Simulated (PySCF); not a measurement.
## Atomic charges by several schemes

Species: C5H8F3O2P.
SMILES with atom numbers: `[CH3:1][C:2](=[O:3])[CH2:4][P@@:5]([CH3:6])(=[O:7])[C:8]([F:9])([F:10])[F:11]` (hydrogens: H12, H13, H14 on C1; H15, H16 on C4; H17, H18, H19 on C6)

Structure used (GFN2-xTB), in Å, numbered top down from 1:
```
atom  x, y, z in Å
C1     2.4876   -0.1070    0.5995
C2     1.3371    0.7268    0.1228
O3     0.9727    1.7413    0.6579
C4     0.6351    0.1998   -1.1127
P5    -1.1355   -0.2065   -0.8063
C6    -2.0075    1.2228   -0.0994
O7    -1.7840   -0.8762   -1.9299
C8    -1.0086   -1.3840    0.6692
F9    -2.2090   -1.8958    0.9437
F10   -0.5480   -0.8320    1.7987
F11   -0.1854   -2.4021    0.3784
H12    2.1506   -1.1229    0.7977
H13    3.2510   -0.1543   -0.1755
H14    2.9107    0.3201    1.5048
H15    1.1019   -0.6957   -1.5291
H16    0.6069    0.9746   -1.8850
H17   -1.4286    1.7020    0.6850
H18   -2.9664    0.8746    0.2851
H19   -2.1904    1.9236   -0.9123
```

Density: PBE0/pcSseg-1 (PySCF); schemes: Mulliken, IAO, Hirshfeld and ESP-fitted. One conformer (not necessarily the lowest) at the GFN2-xTB geometry, without solvent, vibrations or thermal averaging.

Give the atomic charges in each scheme.

In e; atoms taken as equivalent share a row and are averaged (×n: the atom named and its like, n in all):

| atom | environment | Mulliken | IAO | Hirshfeld | ESP-fitted |
| --- | --- | --- | --- | --- | --- |
| C1 | methyl carbon next to a carbonyl | -0.252 | -0.478 | -0.124 | -0.593 |
| C2 | ketone carbonyl carbon | +0.136 | +0.394 | +0.168 | +0.709 |
| O3 | ketone oxygen | -0.354 | -0.413 | -0.219 | -0.499 |
| C4 | sp3 carbon bound to phosphorus | -0.449 | -0.581 | -0.123 | -0.648 |
| P5 | phosphoryl phosphorus | +0.783 | +1.509 | +0.419 | +0.854 |
| C6 | sp3 carbon bound to phosphorus | -0.482 | -0.695 | -0.159 | -0.667 |
| O7 | phosphoryl oxygen | -0.564 | -0.897 | -0.389 | -0.607 |
| C8 | CF3 carbon | +0.618 | +0.560 | +0.209 | +0.388 |
| F9/F10/F11 | fluorine of a CF3 group | -0.261 | -0.276 | -0.083 | -0.162 |
| H12/H13/H14 | methyl hydrogen | +0.146 | +0.170 | +0.055 | +0.171 |
| H15 | methylene hydrogen | +0.178 | +0.177 | +0.059 | +0.185 |
| H16 | methylene hydrogen | +0.199 | +0.191 | +0.069 | +0.233 |
| H17/H18/H19 | methyl hydrogen | +0.177 | +0.184 | +0.058 | +0.207 |

Mean size of the charges over all atoms: IAO 0.410 e, ESP-fitted 0.368 e, Mulliken 0.303 e, Hirshfeld 0.133 e. Each set sums to the total charge, 0, to within 0.001 e. The Hirshfeld scheme divides the density at each point in proportion to the densities of the neutral, spherically averaged free atoms. The Mulliken scheme counts on each atom the diagonal of the density matrix times the overlap matrix over that atom's basis functions.

Some averages cover members that differ in this geometry: H17/H18/H19, ESP-fitted +0.198 to +0.223 e.

Lowest charge. The schemes don't all agree: Mulliken O7 (-0.564); IAO O7 (-0.897); Hirshfeld O7 (-0.389); ESP-fitted C6 (-0.667).

Highest charge. All schemes agree: Mulliken P5 (+0.783); IAO P5 (+1.509); Hirshfeld P5 (+0.419); ESP-fitted P5 (+0.854).

Sum the charges by element, for elements with more than one atom.

```json
{"element": "C", "atoms": "5", "Mulliken": "-0.428", "IAO": "-0.799", "Hirshfeld": "-0.028", "ESP-fitted": "-0.810"}
{"element": "O", "atoms": "2", "Mulliken": "-0.918", "IAO": "-1.310", "Hirshfeld": "-0.608", "ESP-fitted": "-1.106"}
{"element": "F", "atoms": "3", "Mulliken": "-0.783", "IAO": "-0.827", "Hirshfeld": "-0.249", "ESP-fitted": "-0.486"}
{"element": "H", "atoms": "8", "Mulliken": "+1.345", "IAO": "+1.428", "Hirshfeld": "+0.467", "ESP-fitted": "+1.549"}
```

How many electrons does the Mulliken scheme count on C8?

Z − q = 6 − (+0.618) = 5.382.

The run behind these numbers computed NMR shieldings as well. The run took 49 s of wall time on an Intel Xeon Platinum 8488C with one thread (shared host), and the process peaked at 1.1 GiB of memory.
